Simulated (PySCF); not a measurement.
A run that did not reach its result, on `O=C1CC(F)=C1F` (driver script around PySCF, density fitting, GFN2-xTB geometry as the base; each input is a line of settings and coordinates in Å).

Command:
```bash
OMP_NUM_THREADS=1 python probes_run.py task.json out
```
Input:
```
{"job": {"kind": "nmr", "xc": "PBE0", "basis": "pcX-1", "pop": false, "scf": {"conv": 0.01, "guess": "1e", "max_cycle": 56}}, "charge": 0, "multiplicity": 1}
O     -0.360261     2.239061     0.020394
C     -0.107676     1.077465    -0.002128
C     -0.951122    -0.220088     0.134171
C      0.384023    -0.898617    -0.045525
F      0.672520    -2.183305    -0.067059
C      1.097918     0.231755    -0.161745
F      2.386530     0.494229    -0.346799
H     -1.429292    -0.354965     1.102614
H     -1.679080    -0.379541    -0.659101
```

Output:
```
KeyError: 'Element h (Z=1) not found in basis pcX-1 version 1'
```

Problem. What went wrong, and what mends it?

Solution. The basis pcX-1 in the Basis Set Exchange has no functions for hydrogen, so the input was refused before any integral. Choose a basis that covers all elements. The run gave no result.
